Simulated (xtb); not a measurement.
xtb input (GFN1-xTB):

```bash
xtb mol.xyz --gfn 1 --opt tight --chrg 0 --uhf 0
```
mol.xyz:
```
4

Si    -0.94874963     0.07418637     0.19500858
Si     1.19974854    -0.09381294    -0.24659957
H     -1.72299294     1.33343391     0.07154179
H     -1.79099173    -1.05866198     0.65073216
```

End of the output:

```
         :::::::::::::::::::::::::::::::::::::::::::::::::::::
         ::                     SUMMARY                     ::
         :::::::::::::::::::::::::::::::::::::::::::::::::::::
         :: total energy              -4.591107281253 Eh    ::
         :: gradient norm              0.000059485807 Eh/a0 ::
         :: HOMO-LUMO gap              0.331634031851 eV    ::
         ::.................................................::
         :: SCC energy                -4.626634054725 Eh    ::
         :: -> electrostatic           0.003329330785 Eh    ::
         :: repulsion energy           0.036639204845 Eh    ::
         :: dispersion energy         -0.001112431373 Eh    ::
         :: halogen bond corr.         0.000000000000 Eh    ::
         :: add. restraining           0.000000000000 Eh    ::
         :: total charge              -0.000000000000 e     ::
         :::::::::::::::::::::::::::::::::::::::::::::::::::::

           -------------------------------------------------
          |                Property Printout                |
           -------------------------------------------------

    * Orbital Energies and Occupations

         #    Occupation            Energy/Eh            Energy/eV
      -------------------------------------------------------------
         1        2.0000           -0.6290424             -17.1171
         2        2.0000           -0.5530031             -15.0480
         3        2.0000           -0.4628130             -12.5938
         4        2.0000           -0.3922724             -10.6743
         5        1.9967           -0.3388157              -9.2196 (HOMO)
         6        0.0033           -0.3266284              -8.8880 (LUMO)
         7                         -0.2726506              -7.4192
         8                         -0.2241639              -6.0998
         9                         -0.1896361              -5.1603
        10                         -0.1658259              -4.5124
        11                         -0.1552062              -4.2234
        12                         -0.1160681              -3.1584
        13                         -0.0926007              -2.5198
        14                         -0.0674324              -1.8349
        15                         -0.0548846              -1.4935
        16                         -0.0537951              -1.4638
       ...                                ...                  ...
        22                          1.7765238              48.3417
      -------------------------------------------------------------
                  HL-Gap            0.0121873 Eh            0.3316 eV
             Fermi-level           -0.3327220 Eh           -9.0538 eV

  Mulliken/CM5 charges         n(s)   n(p)   n(d)
     1Si   -0.02620 -0.19177   1.405  2.227  0.395
     2Si    0.13903  0.13754   1.783  1.881  0.197
     3H    -0.05642  0.02712   1.056  0.000  0.000
     4H    -0.05642  0.02712   1.056  0.000  0.000

Wiberg/Mayer (AO) data.
largest (>0.10) Wiberg bond orders for each atom

 ---------------------------------------------------------------------------
     #   Z sym  total        # sym  WBO       # sym  WBO       # sym  WBO
 ---------------------------------------------------------------------------
     1  14 Si   3.916 --     2 Si   2.091     3 H    0.912     4 H    0.912
     2  14 Si   2.235 --     1 Si   2.091
     3   1 H    0.995 --     1 Si   0.912
     4   1 H    0.995 --     1 Si   0.912
 ---------------------------------------------------------------------------

Topologies differ in total number of bonds
Writing topology from bond orders to xtbtopo.mol

 dipole moment from electron density (au)
     X       Y       Z
   0.9829  -0.0769  -0.2020  total (Debye):    2.558

           -------------------------------------------------
          |                Geometry Summary                 |
           -------------------------------------------------

      molecular mass/u    :       58.1868789
   center of mass at/Å    :        0.1269757      -0.0099287      -0.0260989
Note: The following floating-point exceptions are signalling: IEEE_UNDERFLOW_FLAG IEEE_DENORMAL
normal termination of xtb
  moments of inertia/u·Å² :        0.2473136E+01   0.7753463E+02   0.8000777E+02
rotational constants/cm⁻¹ :        0.6816299E+01   0.2174207E+00   0.2107000E+00

 * 3 selected distances

     #   Z          #   Z                                           value/Å
     1  14 Si       2  14 Si                                      2.2192575 (max)
     1  14 Si       3   1 H                                       1.4687626
     1  14 Si       4   1 H                                       1.4687626 (min)

 * 2 distinct bonds (by element types)

   Z      Z             #   av. dist./Å        max./Å        min./Å
   1 H   14 Si          2     1.4687626     1.4687626     1.4687626
  14 Si  14 Si          1     2.2192575     2.2192575     2.2192575

optimized geometry written to: xtbopt.xyz

           -------------------------------------------------
          | TOTAL ENERGY               -4.591107281253 Eh   |
          | GRADIENT NORM               0.000059485807 Eh/α |
          | HOMO-LUMO GAP               0.331634031851 eV   |
           -------------------------------------------------

------------------------------------------------------------------------
------------------------------------------------------------------------
 total:
 SCF:
 ANC optimizer:
```
